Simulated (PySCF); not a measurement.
C4H4Se. Atoms are numbered in the order given.

```xyz
9

C      0.0000    -0.7148    -1.6789
C      0.0000     0.7148    -1.6789
C      0.0000     1.2888    -0.4333
Se     0.0000     0.0000     0.9093
C      0.0000    -1.2888    -0.4333
H      0.0000    -1.3095    -2.5964
H      0.0000     1.3095    -2.5964
H      0.0000     2.3513    -0.1881
H      0.0000    -2.3513    -0.1881
```
Charge 0, spin multiplicity 1.

Geometry: r2SCAN-D4/def2-SVP.

Computed with r2SCAN-D4/def2-SVP run with PySCF.

Frequencies are harmonic and unscaled.

| mode | ν (cm⁻¹) | IR (km/mol) | Raman (Å⁴/amu) | depolarisation | moving atoms (share of kinetic energy) |
|---|---|---|---|---|---|
| 1 | 409 | 3.0 | 1.9 | 0.75 | C 77 %, H 16 % |
| 2 | 469 | 0.0 | 7.7 | 0.35 | C 57 %, Se 38 % |
| 3 | 561 | 0.0 | 0.0 | – | C 71 %, H 29 % |
| 4 | 641 | 1.1 | 4.8 | 0.75 | C 74 %, Se 16 %, H 11 % |
| 5 | 676 | 0.0 | 1.8 | 0.75 | H 75 %, C 25 % |
| 6 | 702 | 123.1 | 0.5 | 0.75 | H 91 %, C 9 % |
| 7 | 783 | 19.1 | 15.0 | 0.16 | C 81 %, H 17 % |
| 8 | 832 | 1.0 | 0.1 | 0.75 | C 80 %, H 19 % |
| 9 | 875 | 0.0 | 0.2 | 0.75 | H 80 %, C 20 % |
| 10 | 919 | 0.0 | 1.0 | 0.75 | H 74 %, C 26 % |
| 11 | 1040 | 4.4 | 12.6 | 0.13 | H 52 %, C 48 % |
| 12 | 1080 | 2.3 | 6.5 | 0.70 | H 95 % |
| 13 | 1084 | 2.7 | 7.8 | 0.75 | H 86 %, C 14 % |
| 14 | 1246 | 19.1 | 0.4 | 0.75 | H 72 %, C 28 % |
| 15 | 1368 | 1.4 | 5.0 | 0.07 | C 61 %, H 39 % |
| 16 | 1486 | 12.5 | 33.0 | 0.39 | C 94 % |
| 17 | 1561 | 0.3 | 0.1 | 0.75 | C 87 %, H 13 % |
| 18 | 3194 | 2.9 | 105.7 | 0.75 | H 92 % |
| 19 | 3207 | 2.9 | 167.5 | 0.25 | H 91 %, C 9 % |
| 20 | 3250 | 0.3 | 1.7 | 0.75 | H 91 %, C 9 % |
| 21 | 3252 | 1.2 | 257.7 | 0.22 | H 91 %, C 9 % |
